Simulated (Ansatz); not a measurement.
`N=[C](O)[AlH2]`, 8 atoms. The species carries charge 0 and has multiplicity 1. All runs use 2 threads of an Arm Neoverse V1 on a shared host. Correlated methods freeze the cores.

(1) How many basis functions does each run have, and how long does it take in Ansatz? RKS B3LYP-D4/def2-TZVPP energy and forces; direct RPA on PBE orbitals/def2-TZVPP energy; RHF-CCSD(T)/def2-TZVPP energy; RKS ωB97M-V/def2-QZVPP energy; RKS PBE0-D4/def2-TZVP frequencies; RKS PBE-D4/def2-TZVPP energy and forces; RKS PBE0-D4/def2-TZVP relaxation (8 steps); RHF-CCSD(T)/def2-SVP energy; RKS PBE0-D4/def2-QZVPP energy; RKS r2SCAN-D4/def2-TZVPP energy and forces; RKS ωB97M-V/def2-SVP energy; RKS ωB97M-V/def2-TZVPP energy and forces. (An estimate is asked.)

Results:

(1) Ansatz gave: Other jobs shared the machine, so times are rough.

| level | job | functions | wall time | peak host memory (GiB) |
| --- | --- | --- | --- | --- |
| RHF-CCSD(T)/def2-SVP | energy | 80 | 2.2 s | 0.23 |
| RKS PBE-D4/def2-TZVPP | energy and forces | 191 | 2.5 s | 0.19 |
| RKS B3LYP-D4/def2-TZVPP | energy and forces | 191 | 3.6 s | 0.38 |
| RKS ωB97M-V/def2-SVP | energy | 80 | 4.9 s | 0.21 |
| RKS r2SCAN-D4/def2-TZVPP | energy and forces | 191 | 4.9 s | 0.21 |
| direct RPA on PBE orbitals/def2-TZVPP | energy | 191 | 6 s | 0.39 |
| RKS PBE0-D4/def2-QZVPP | energy | 361 | 7 s | 0.86 |
| RKS ωB97M-V/def2-TZVPP | energy and forces | 191 | 11 s | 0.5 |
| RKS ωB97M-V/def2-QZVPP | energy | 361 | 17 s | 1.1 |
| RKS PBE0-D4/def2-TZVP | relaxation (8 steps) | 154 | 27 s | 0.29 |
| RHF-CCSD(T)/def2-TZVPP | energy | 191 | 49 s | 2.1 |
| RKS PBE0-D4/def2-TZVP | frequencies | 154 | 99 s | 0.29 |

B3LYP here is the variant with VWN-RPA as its local correlation; programs differ in this.
